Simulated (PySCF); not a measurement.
Ga(H)2(nPr), C3H9Ga, SMILES CC[CH2][GaH2] at its CAM-B3LYP/def2-SVP optimised geometry (Å):

```
13

Ga     0.0928    -1.8930     0.0000
H     -0.6710    -3.2662    -0.0048
H      1.6650    -1.8930     0.0000
C     -0.9233    -0.2035     0.0000
C     -0.1138     1.0937     0.0478
C     -0.9781     2.3504     0.0302
H     -1.6323    -0.2481     0.8475
H     -1.5713    -0.2196    -0.8965
H      0.5215     1.1030     0.9500
H      0.5901     1.1250    -0.8013
H     -1.5948     2.3948    -0.8817
H     -0.3681     3.2662     0.0664
H     -1.6650     2.3715     0.8914
```

Level of theory: CAM-B3LYP/def2-TZVP (PySCF). Cells within 0.4 Å of a nucleus heavier than hydrogen are left out (blank, or x).

Map of the Laplacian of the electron density (e/bohr⁵), clipped to [-1.50, 1.50] on the plane z = 0.0 Å:

```
|5555555555555555555555555555555|
|5555555555555555555555555555555|
|5555555555555555555555555555555|
|5555555555555555555555555555555|
|5555555555555555555555555555555|
|5555555555555555555555555555555|
|5555555555555405555555555555555|
|5555555555555225555555555555555|
|555555555554xx45555555555555555|
|555555555554xx45555555555555555|
|5555555555554235555555555555555|
|555555555555542x555555555555555|
|55555555555555xx455555555555555|
|555555555555542x555555555555555|
|5555555555555235555555555555555|
|555555555554xx45555555555555555|
|555555555554xx45555555555555555|
|5555555555554345555555555555555|
|5555555555555458755555555555555|
|5555555555555699995455555555555|
|555555555555579xx94005555555555|
|555555555555569x994445555555555|
|5555555555555579965555555555555|
|5555555555555345555555555555555|
|5555555555555035555555555555555|
|5555555555555555555555555555555|
|5555555555555555555555555555555|
|5555555555555555555555555555555|
|5555555555555555555555555555555|
|5555555555555555555555555555555|
|5555555555555555555555555555555|
```
Scale: ten equal steps from -1.50 (start of '0') to 1.50 (end of '9'), in the order '0123456789'; x runs from -5.50 to 5.50, y from -5.50 (bottom) to 5.50 (top).
